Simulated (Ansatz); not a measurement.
Reaction (cleavage of the Si–B bond): `B[Si](F)(F)F` + `N[SiH](O)O` → `O[SiH](O)N[Si](F)(F)F` + BH₃

Isolated molecules relaxed with PBE0-D4/def2-TZVP in Ansatz; ΔE leaves out vibrations. CBS: MP2 limit from def2 TZ/QZ plus the TZ coupled-cluster correction, frozen cores. This one scheme is used for every species. DFT in def2-TZVPP. B3LYP here is the variant with VWN-RPA as its local correlation; programs differ in this. HSE06 is defined as in plane-wave codes. One conformer a species, not always the lowest.

`B[Si](F)(F)F`:

Cartesian coordinates in Å:
```
B -1.221 -0.016 -0.091
Si 0.776 0.003 0.079
F 1.369 1.235 -0.719
F 1.302 0.125 1.565
F 1.423 -1.312 -0.516
H -1.713 -0.268 -1.147
H -1.935 0.233 0.830
```

`N[SiH](O)O`:

Z-matrix (Å, degrees):
```
Si
O 1 1.639
O 1 1.639 2 116.1
N 1 1.714 2 107.1 3 -119.6
H 1 1.475 2 104.4 3 114.2
H 2 0.959 1 117.1 3 74.9
H 3 0.959 1 117.0 2 -75.2
H 4 1.008 1 119.6 2 171.6
H 4 1.008 1 119.6 2 -46.2
```

`O[SiH](O)N[Si](F)(F)F`:

```xyz
12

O     0.153   -1.859    0.281
Si   -0.430   -0.800   -0.814
O    -2.055   -0.779   -1.005
N    -0.060    0.794   -0.269
Si    1.049    1.255    0.906
F     0.840    0.459    2.254
F     0.884    2.791    1.210
F     2.548    1.004    0.499
H    -0.080   -1.746    1.205
H     0.225   -1.181   -2.080
H    -2.451   -1.476   -1.530
H    -0.623    1.538   -0.657
```

BH₃:

Cartesian coordinates in Å:
```
B 0.000 0.000 0.000
H -0.443 -0.734 -0.831
H 0.386 -0.440 1.040
H 0.057 1.173 -0.210
```

```tsv
level	ΔE (kJ/mol)	difference from CCSD(T)/CBS
PBE-D4	-90.4	17.2
BLYP-D4	-101.3	6.3
B3LYP-D4	-108.0	-0.4
r2SCAN0-D4	-112.8	-5.2
BHLYP-D4	-118.7	-11.1
B2PLYP	-105.4	2.2
revPBE	-79.3	28.3
r2SCAN	-106.1	1.5
B3LYP	-97.5	10.1
r2SCANh	-107.9	-0.3
HSE06	-94.4	13.2
CCSD/def2-SVP	-113.3	-5.7
CCSD(T)/def2-SVP	-112.9	-5.3
HF/def2-TZVPP	-118.7	-11.1
SCS-MP2/def2-TZVPP	-113.7	-6.1
MP2/def2-QZVPP	-114.5	-6.9
CCSD(T)/CBS	-107.6	0
```

Largest T1 diagnostic among the species: 0.012.

Leaving LDA and LC-ωPBE aside and taking each functional with its dispersion term where it has one, the values spread over 28.3 kJ/mol, from BHLYP-D4 to PBE-D4. LDA lies −10.9 kJ/mol from PBE without D4. At CCSD(T), def2-SVP lies −5.3 kJ/mol from the extrapolated value and def2-TZVPP −1.8 kJ/mol.
